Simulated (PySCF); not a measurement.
Mean polarisability (bohr³) of eight silicon and germanium compounds: PBE beside CAM-B3LYP, computed with PySCF for isolated molecules in the bases named; differences from unrounded values. The eight are the first of their class met in an unordered collection, after screening for sound electronic states; none was chosen by its value. Each molecule has one DFT geometry for both levels.

```tsv
molecule	basis	CAM-B3LYP	PBE	difference
3-chloro-1H-silole (C4H5ClSi), SMILES ClC1=C[SiH2]C=C1	def2-TZVP	81.1	84.9	3.8
CH5F3Si2, SMILES F[SiH]([Si@H](C)F)F	def2-TZVP	59.9	63.6	3.6
C2H9NOSi, SMILES CO[Si@H](C)N	def2-TZVP	59.6	62.9	3.3
C3H10OSi2, SMILES C=C[C@H]([SiH3])[SiH2]O	def2-TZVP	93.3	[?]	[?]
Si(F)(Me)(SH)2 (CH5FS2Si), SMILES S[Si](C)(F)S	def2-TZVP	71.8	[?]	[?]
CH6F2OSi2, SMILES F[SiH2]C([SiH2]F)O	def2-TZVP	63.3	67.5	4.2
C3H5FOSi, SMILES F[SiH2]C1=COC1	def2-TZVP	59.9	62.7	2.8
C3H6OSi2, SMILES O=C[Si@H]1C=C[SiH2]1	def2-TZVP	89.8	[?]	[?]
```

Task: What belongs in the gaps? (The exact figures need the calculation; the answer reports its results.)

Result: 
- C3H10OSi2, SMILES C=C[C@H]([SiH3])[SiH2]O, PBE: 98.3
- C3H10OSi2, SMILES C=C[C@H]([SiH3])[SiH2]O, difference: 5.0
- C3H6OSi2, SMILES O=C[Si@H]1C=C[SiH2]1, PBE: 96.0
- C3H6OSi2, SMILES O=C[Si@H]1C=C[SiH2]1, difference: 6.2
- Si(F)(Me)(SH)2 (CH5FS2Si), SMILES S[Si](C)(F)S, PBE: 75.2
- Si(F)(Me)(SH)2 (CH5FS2Si), SMILES S[Si](C)(F)S, difference: 3.4

PBE lies below CAM-B3LYP in 0 and above it in 8 of the eight; the mean signed difference is 4.0 and the largest 6.2 bohr³.
